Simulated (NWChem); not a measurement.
A series in which one site is exchanged, each optimised at PBE0/def2-SVP with NWChem, gas phase unless a solvent is named. Some are not confirmed as minima by frequencies. def2 effective core potentials on Cd; no spin-orbit coupling.

A: [MgH][SH] (MgH2S; site = Mg)
B: [SH][CdH] (CdH₂S; site = Cd)
C: [BeH][SH] (BeH₂S; site = Be)
D: SS (H2S2; site = S)

| quantity | A | B | C | D |
|---|---|---|---|---|
| orbital gap (eV), PBE0/def2-SVP | 6.17 | 6.14 | 6.85 | ? |
| static polarisability, PBE/def2-SVPD (bohr³) | 56.2 | 58.4 | 41.1 | ? |
| lowest singlet excitation, PBE/def2-SVPD, TDA (eV) | 4.42 | 4.42 | 4.89 | ? |

**Question.** Complete the blanks.

**Answer.** 
- orbital gap (eV), PBE0/def2-SVP, D: 6.70
- static polarisability, PBE/def2-SVPD (bohr³), D: 45.6
- lowest singlet excitation, PBE/def2-SVPD, TDA (eV), D: 4.44
